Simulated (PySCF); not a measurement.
# Electron correlation in P+ (phosphorus, charge +1)

[Ne] 3s2 3p1 4s1, high-spin 3P determinant (an excited configuration). Computed with PySCF 2.14 in aug-cc-pwCVTZ (8s7p5d3f, 75 functions), with the non-relativistic Hamiltonian (point nucleus). Frozen: 1s2; 12 electrons correlated.

```tsv
level	correlation energy (mhartree)
CCSD	-337.31
(T)	-5.15
CCSD(T)	-342.46
```

Diagnostics: T1 = 0.011, D1 = 0.0473, largest double amplitude 0.094.

The outer electron is Rydberg-like, and this basis confines it to a smaller radius and binds it less than a complete one would.

Cost of the coupled-cluster step: of the order of 22 core-seconds, for 12 correlated electrons.
